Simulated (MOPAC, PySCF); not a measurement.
[Zn(NH2)(Br)], neutral singlet in the gas phase. 

Cartesian coordinates (Å):
```xyz
5

Zn     0.0470     0.1367    -0.0668
N     -0.5232    -0.8939    -1.4712
H     -0.4492    -1.9023    -1.2862
H      0.0137    -0.7298    -2.3323
Br     0.5243     1.5037     1.6504
```
Charge 0, multiplicity 1.

All levels are single points at this geometry (TPSS-D3(BJ)/def2-SVP); Pople sets use spherical d functions. Orbital energies aren't observables, and empty levels follow the basis.

```tsv
level	HOMO (eV)	LUMO (eV)	gap (eV)	dipole (D)	vertical IE, Delta-SCF (eV)
TPSSh-D3(BJ)/def2-TZVP in PySCF	-6.70	-1.44	5.26	2.26	–
B3LYP/3-21G in PySCF	-6.44	-1.08	5.37	2.77	–
BP86/6-31G* (LANL2DZ on Zn) in PySCF	-5.89	-2.03	3.87	2.85	–
SVWN5/6-31G* (LANL2DZ on Zn) in PySCF	-5.95	-2.18	3.78	2.90	9.41
HF/6-31G* (LANL2DZ on Zn) in PySCF	-10.59	1.68	12.27	2.85	8.23
AM1 in MOPAC	-10.23	-0.27	9.96	3.01	–
```
